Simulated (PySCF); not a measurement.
C2H5O, SMILES [CH2]OC, multiplicity 2.

Geometry optimised at B3LYP-D3(BJ)/def2-TZVP. The isomer is the one that the SMILES or the coordinates give; other isomers of the formula were not compared.

The numbers are results of SMD-PBE0/def2-SVP (PySCF), not measurements.

Solvation free energies are E(SMD) − E(gas) at the gas-phase geometry, for 1 M in both phases. In vacuum the dipole moment is 1.42 D.

Computed solvation free energies in water, ethylethanoate, N,N-dimethylformamide:
```tsv
solvent	ΔG(solv) (kcal/mol)	its non-electrostatic (CDS) part	dipole (D)
water	0.6	4.6	1.84
ethylethanoate	-0.8	1.3	1.66
N,N-dimethylformamide	-0.7	2.0	1.73
```
